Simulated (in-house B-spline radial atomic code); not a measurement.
Radial electron density of the phosphorus ion P⁶⁺, [He] 2s2 2p5. Level of theory: scalar-relativistic (X2C) TPSS, spin-polarised, spherical fractional occupations, Fermi nucleus of rms radius 3.1889 fm; calculated with a radial B-spline atomic code at the basis-set limit.

Columns: r (bohr), 4πr²n(r) (electrons per bohr), bar.

```
 0.00389   0.4101 #
 0.00453   0.5411 #
 0.00528   0.7131 ##
 0.00615   0.9355 ##
 0.00716    1.221 ###
 0.00835    1.591 ####
 0.00972    2.056 #####
  0.0113    2.634 #######
  0.0132    3.376 #########
  0.0154    4.278 ###########
  0.0179    5.336 ##############
  0.0209    6.619 #################
  0.0243    8.049 #####################
  0.0283    9.651 #########################
   0.033    11.37 #############################
  0.0385     13.1 ##################################
  0.0448    14.67 ######################################
  0.0522    15.98 #########################################
  0.0609    16.83 ###########################################
  0.0709    17.06 ############################################
  0.0826     16.6 ###########################################
  0.0963    15.47 ########################################
   0.112    13.91 ####################################
   0.131    12.18 ###############################
   0.152    10.85 ############################
   0.177    10.18 ##########################
   0.207    10.44 ###########################
   0.241    11.52 ##############################
   0.281    12.97 #################################
   0.327    14.11 ####################################
   0.381    14.35 #####################################
   0.444    13.34 ##################################
   0.517    11.19 #############################
   0.603    8.322 #####################
   0.702    5.423 ##############
   0.818     3.02 ########
   0.953    1.417 ####
    1.11   0.5496 #
    1.29   0.1739 
    1.51   0.0396 
    1.76 0.006883
```

On this grid the curve has 2 maxima, near 0.0709, 0.381 bohr.

The 2s down radial function P(r) = rR(r), positive near the nucleus:

| r (bohr) | P |
| --- | --- |
| 0.00133 | 0.0448 |
| 0.00181 | 0.05995 |
| 0.00246 | 0.07994 |
| 0.00334 | 0.1062 |
| 0.00453 | 0.1402 |
| 0.00615 | 0.1843 |
| 0.00835 | 0.2402 |
| 0.0113 | 0.3085 |
| 0.0154 | 0.3919 |
| 0.0209 | 0.4848 |
| 0.0283 | 0.579 |
| 0.0385 | 0.6597 |
| 0.0522 | 0.6957 |
| 0.0709 | 0.6461 |
| 0.0963 | 0.4626 |
| 0.131 | 0.1089 |
| 0.177 | -0.386 |
| 0.241 | -0.9466 |
| 0.327 | -1.367 |
| 0.444 | -1.462 |
| 0.603 | -1.188 |
| 0.818 | -0.7052 |
| 1.11 | -0.2853 |
| 1.51 | -0.06921 |
